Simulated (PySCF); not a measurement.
Adding and removing an electron: CaO

PBE0; PySCF, no relativity, basis sets Ca def2-SVPD, O def2-SVPD. Neutral (UKS): singlet (closed shell), Re = 1.819 Å, ωe = 797 cm⁻¹, De = 4.28 eV, HOMO -4.84 eV, LUMO -1.93 eV.

CaO⁻ (UKS): doublet (σ ↑), Re = 1.886 Å, ωe = 706 cm⁻¹, De = 3.71 eV to Ca + O⁻. The energies at the minima are -752.37961 hartree for CaO and -752.41206 for CaO⁻.

Work out the adiabatic electron affinity, without and with harmonic zero-point energies (1 hartree = 27.2114 eV, 1 eV = 8065.5 cm⁻¹), and the change of the bond length.

At PBE0: 0.03245 hartree = 0.883 eV between the minima; the zero-point term (797.0 − 706.0)/2 cm⁻¹ = +0.006 eV makes it 0.889 eV. Re changes by +6.7 pm against the neutral. The electron enters a σ orbital; in so polar a molecule the change of length follows mostly from the change of the ionic charges.

For an ion De counts to the pair picked by the measured ionisation energies or electron affinities, which need not be the lowest pair at this level. The highest Kohn–Sham level is positive in this anion. Much of that is self-interaction error, but it also means that the finite basis helps to hold the extra electron. States were picked by a PBE0 search and need not be the measured ground states.
